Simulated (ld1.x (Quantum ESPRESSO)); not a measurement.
## What one change does to a pseudopotential (gallium, TM)

ld1.x (Quantum ESPRESSO) 7.5 input, shortened:

```
&input
   title='Ga', zed=31., rel=1, dft='PBE', iswitch=3,
   config='[Ar] 3d10 4s2 4p0.5 4d-2'
 /
 &inputp
   pseudotype=2, tm=.true., lloc=-1, rcloc=1.25,
   nlcc=.true., new_core_ps=.true., rcore=0.95
 /
3
4S  1  0   2.00   0.00  1.30  1.30  0.0
4P  2  1   0.50   0.00  1.70  1.70  0.0
4D  3  2  -2.00   0.35  1.70  1.70  0.0
 &test
   configts(1)='4s2 4p0.5'
 /
```

All-electron outer shells of the reference configuration (PBE, scalar-relativistic, ld1.x):

| shell | level (eV) | outermost node (bohr) | outermost maximum (bohr) |
| --- | --- | --- | --- |
| 4s | -12.43 | 0.81 | 1.87 |
| 4p | -5.62 | 0.87 | 2.41 |

Change: core correction none.

Cutoffs: the cutoffs (Ry, on a coarse ladder) from which the occupation-weighted sum of valence levels, in a spherical-Bessel basis at the reference potential, stays within 10 and 1 mRy of its value at 400 Ry; they do not see the model core or the augmentation charge, which bear on the density cutoff. Errors are all-electron minus pseudo energies relative to the spin-unpolarised reference configuration.

How do hardness, ghosts and transferability respond?

The potential gets neither clearly harder nor softer (45 Ry and 140 Ry → 45 Ry and 140 Ry); both files keep a bound ghost (d, s); of the 7 tests that both files solve, the error grows in 4 and shrinks in 3 by more than 15 % and 0.3 meV (median size 17.6 → 13.6 meV).

```csv
quantity,base,changed
"cutoff, loose",45 Ry,45 Ry
"cutoff, tight",140 Ry,140 Ry
bound ghosts,"d, s","d, s"
"error for 4s2 4p1, meV [ΔE -2.03 eV]",-1.9,+2.5
"error for 4s2 4p0, meV [ΔE 3.66 eV]",-6.5,+3.1
"error for 4s1 4p0, meV [ΔE 24.79 eV]",-188,+44
"error for 4s1 4p2, meV [ΔE 4.51 eV]",-18,+36
"error for 4s0 4p3, meV [ΔE 11.34 eV]",-68,+157
"error for 4s2 4p1.3, meV [ΔE -2.56 eV]",-3.2,+5.3
"error for 4s1 4p1, meV [ΔE 11.03 eV]",-46,+14
s: phases at 1.84 bohr within 0.05 rad from the reference energy up to (Ry; the scan ends near 5),to the end of the scan,to the end of the scan
p: phases at 1.84 bohr within 0.05 rad from the reference energy up to (Ry; the scan ends near 5),0.5,0.5
d: phases at 1.84 bohr within 0.05 rad from the reference energy up to (Ry; the scan ends near 5),1.1,1.1
```

 A true bound ghost makes a file unfit for plane-wave use even where its test errors are small: the radial tests pick states by their node count and pass the ghost by.
